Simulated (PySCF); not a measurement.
**Bonding in `[BH3-][P@@H+](COC)C1=CCCC1`**

Compound: C7H16BOP.
Numbering: `[BH3-:1][P@@H+:2]([CH2:3][O:4][CH3:5])[C:6]1=[CH:7][CH2:8][CH2:9][CH2:10]1` (hydrogens: H11, H12, H13 on B1; H14 on P2; H15, H16 on C3; H17, H18, H19 on C5; H20 on C7; H21, H22 on C8; H23, H24 on C9; H25, H26 on C10)

Structure used (PBE0-D3(BJ)/def2-SVP), in Å, numbered top down from 1:
```
atom  x, y, z in Å
B1    -0.8957    2.8086   -0.9276
P2    -0.6557    1.2988    0.2213
C3    -2.0194    0.0809    0.0338
O4    -1.8365   -1.0136    0.8721
C5    -2.8657   -1.9561    0.7872
C6     0.8639    0.3601    0.0300
C7     1.7134    0.5655   -0.9895
C8     2.8669   -0.3926   -0.9443
C9     2.7805   -0.9822    0.4746
C10    1.3226   -0.7717    0.9184
H11    0.0171    3.5808   -0.6815
H12   -0.8422    2.3165   -2.0494
H13   -2.0047    3.2386   -0.6423
H14   -0.7081    1.5356    1.6199
H15   -2.9636    0.6240    0.2457
H16   -2.0421   -0.2021   -1.0389
H17   -2.6332   -2.7691    1.4884
H18   -2.9529   -2.3797   -0.2323
H19   -3.8450   -1.5192    1.0624
H20    1.5662    1.3126   -1.7738
H21    3.8334    0.0929   -1.1562
H22    2.7361   -1.1639   -1.7269
H23    3.0951   -2.0348    0.5234
H24    3.4484   -0.4136    1.1407
H25    1.2274   -0.5366    1.9906
H26    0.6868   -1.6567    0.7458
```

Bond orders from the PBE0/pcSseg-1 density (PySCF). Isolated species at its PBE0-D3(BJ)/def2-SVP geometry (one conformer only).

Q: How far do the computed orders between heavy atoms stray from the drawn ones?

A: The largest departure is 0.163, at C6–C7 (drawn double, 1.837).

Q: Give the Mayer order of every bond between heavy atoms, beside its length.

A: 
| bond | drawn as | length (Å) | Mayer order |
| --- | --- | --- | --- |
| B1–P2 | single | 1.912 | 0.882 |
| P2–C3 | single | 1.838 | 0.942 |
| C3–O4 | single | 1.391 | 0.917 |
| O4–C5 | single | 1.398 | 0.923 |
| P2–C6 | single | 1.796 | 0.923 |
| C6–C7 | double | 1.343 | 1.837 |
| C7–C8 | single | 1.500 | 1.026 |
| C8–C9 | single | 1.539 | 1.033 |
| C9–C10 | single | 1.538 | 1.023 |
| C10–C6 | single | 1.510 | 0.993 |

Bonds between the same two heavy elements. C–P: all 2 within 0.02 of one another (0.923 to 0.942). C–O: all 2 within 0.02 of one another (0.917 to 0.923). C–C: lowest C10–C6 (0.993, 1.510 Å), highest C6–C7 (1.837, 1.343 Å); in 2 of the 10 pairs the longer bond (by over 0.003 Å) has the higher order (by 0.02 or more).

Q: And the bonds to hydrogen?

A: B–H: 0.91 to 0.95 (3 bonds); H–P: 0.92 (1 bond); C–H: 0.92 to 0.97 (12 bonds).

Q: Sum the orders of all bonds at each heavy atom with more than one neighbour and set the sums beside the valence in the SMILES.

A: B1 3.670 (drawn 4), P2 3.670 (drawn 4), C3 3.703 (drawn 4), O4 1.840 (drawn 2), C5 3.811 (drawn 4), C6 3.753 (drawn 4), C7 3.828 (drawn 4), C8 3.934 (drawn 4), C9 3.966 (drawn 4), C10 3.893 (drawn 4). Orders between atoms that aren't bonded are not in these sums.

The Mayer order sums products of elements of PS (density times overlap matrix) between the two atoms' basis functions, so it depends on the basis set.
